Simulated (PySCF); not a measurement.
# What a mistake does to a calculation on C2H7OSi

These are calculations, not measurements. The program is PySCF 2.14.0, an open-source quantum chemistry code, run on an isolated molecule that a program drew, which may never have been made. The molecule is C2H7OSi (charge 0, doublet), drawn as the SMILES string `[CH2]C(O)[SiH3]`.

Each row is a Hartree-Fock (HF) and frozen-core CCSD(T) single point in the cc-pV(D+d)Z basis, meant for a local HF minimum. Run 1 is clean. Each other run has one planted mistake out of seven kinds, and not every kind appears here: one electron removed, one electron added, multiplicity raised by two, geometry at a saddle point, minimal basis STO-3G, one bond length entered in bohr, all coordinates scaled. The reference is restricted for singlets and unrestricted otherwise, and also for a bond in bohr. Adding or removing an electron swaps singlet and doublet. Electrons count all cores. HOMO and LUMO are orbital energies over both spins, the gradient is its largest component, and the lowest frequency (negative if imaginary) is given only where the gradient is small. Bond lengths are over the 10 bonds as drawn. T1 is the CCSD diagnostic: over 0.02 (restricted) or 0.045 (unrestricted) a single reference is doubtful.

Geometry of the clean run:
```xyz
11
C2H7OSi, angstrom
C     1.2235   -0.0756   -1.4214
C     0.7514    1.3422   -1.4706
O     1.4587    2.1260   -2.4167
Si    0.8089    2.2199    0.2324
H     0.6141   -0.8320   -0.9420
H     2.2683   -0.3050   -1.5991
H    -0.2900    1.3561   -1.8046
H     2.3817    2.1093   -2.2089
H     0.1739    3.5541    0.1395
H     0.1154    1.4170    1.2684
H     2.2326    2.3877    0.6200
```

```
run  electrons  basis functions  <S^2>  HOMO (eV)  LUMO (eV)  gradient (hartree/bohr)  lowest frequency (cm^-1)  mean bond (Å)  longest bond (Å)      T1  HF (hartree)  CCSD(T) (hartree)               mistake
  1         41              100  0.763      -9.20       3.28                  7.3e-06                       146         1.3485             1.917  0.0129    -443.55254         -444.17267              no fault
  2         41               31  0.766      -7.36       8.51                  5.5e-02                         -         1.3485             1.917  0.0072    -438.25759         -438.47933  minimal basis STO-3G
  3         40              100  0.000     -17.24      -6.07                  6.6e-02                         -         1.3485             1.917  0.0315    -443.26754         -443.88544  one electron removed
  4         42              100  0.000       0.25       8.79                  2.2e-02                         -         1.3485             1.917  0.0151    -443.47872         -444.14032    one electron added
  5         41              100  3.775      -3.13       0.43                  1.5e-01                         -         1.3485             1.917  0.0444    -443.30793         -443.91546                     ?
```

**Which mistake was planted in run 5, and what did it cost?**

Electrons, basis and geometry are unchanged, and <S^2> is 3.775, beside S(S+1) = 3.75 for a multiplicity of 4. So the mistake is: multiplicity raised by two. Subtracting run 1 and multiplying by 627.51 kcal/mol a hartree, the energy moved by 153.5 kcal/mol in HF and 161.4 kcal/mol in CCSD(T).

Cautions from the logs. Run 3: T1 is over the limit, so its CCSD(T) energy is less reliable; run 4: the HOMO is above zero, so the electron isn't bound and the energy depends on the basis.
